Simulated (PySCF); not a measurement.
## Radial density of O+ (oxygen, charge +1)

UHF, [He] 2s2 2p3, high-spin 4S determinant. Calculation: PySCF 2.14, in cc-pVDZ-DK (3s2p1d, 14 functions); scalar relativity by spin-free X2C-1e.

```
r (bohr)  4πr²ρ (e/bohr)  4πr²(ρα − ρβ)
 0.00418         0.06731         0.0001
 0.00704          0.1812         0.0003
  0.0118          0.4664         0.0008
  0.0199           1.151         0.0020
  0.0335           2.606         0.0050
  0.0563           5.121         0.0131
  0.0947           7.891         0.0410
   0.159           8.210         0.1699
   0.268           4.873         0.6495
   0.451           3.061         1.7193
   0.758           4.458         2.6566
    1.28           2.974         1.6713
    2.15          0.5037         0.2770
    3.61         0.01769         0.0144
```

Densities and radii are taken from the X2C orbitals without a picture-change correction, which distorts them close to the nucleus.
